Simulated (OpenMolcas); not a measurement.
## Mo3+: moving or changing the point charges

Mo3+ among 3 point charges of -2 e arranged as a planar triangle (D3h), 1.88 Å from the ion.
```
   1.8800    0.0000    0.0000  -2.00
  -0.9400    1.6281    0.0000  -2.00
  -0.9400   -1.6281    0.0000  -2.00
```

| Item | Value |
| --- | --- |
| Program | OpenMolcas 26.06 |
| Method | SS-CASPT2, IPEA 0.25 Eh, imaginary shift 0.1 Eh (closed shells correlated: 4s 4p) |
| Basis | ANO-RCC-VTZP [7s6p4d2f1g] |
| Scalar Hamiltonian | DKH2, point nucleus |
| Active space | 3 electrons in 5 orbitals (4d) |
| State averaging | 2S+1 = 4 even, 10 roots; 2S+1 = 2 even, 40 roots |
| Spin-orbit coupling | RASSI with atomic mean-field integrals over the reference wave functions |

Runs around this geometry, states (labels of D3, the rotations of D3h). Energies in cm-1 above the lowest state or level, χT in cm3 K/mol.

| R (Å) | q (e) | Ground state | First state of that spin | First gap with spin-orbit (degeneracies) | χT at 300 K | First state of another spin |
| --- | --- | --- | --- | --- | --- | --- |
| 1.88 | -1.6 | 4A2 | 4A1 7230 | 21 (2, 2) | 1.720 | 2E 10480 |
| 1.88 | -2 | 4A2 | 4A1 10650 | 25 (2, 2) | 1.769 | 2E 8620 |
| 2.03 | -2 | 4A2 | 4A1 7060 | 17 (2, 2) | 1.716 | 2E 10140 |

Taking the first state of the same spin as R^-n, n = -ln(7060 / 10650) / ln(2.03 / 1.88) = 5.4 between the shortest and longest distance.

Scaling the charges by -1.6 / -2 = 0.80 scales the first state of the same spin by 7230 / 10650 = 0.68; with fixed orbitals a first-order splitting would follow the charge.

Roots that are degenerate in the reference are averaged as groups; the widest CASPT2 spread within a group is 210 cm-1 (the 2-fold group of multiplicity 4 near 19000 cm-1 above the lowest state of its run, R = 1.88, q = -2). Shifts and gaps below about the spread of the groups concerned are not significant. Free-ion shares, where given, are those of the reference states; single-state CASPT2 does not remix them. This is an electrostatic model: the charges have no orbitals. No measured value stands beside these numbers.
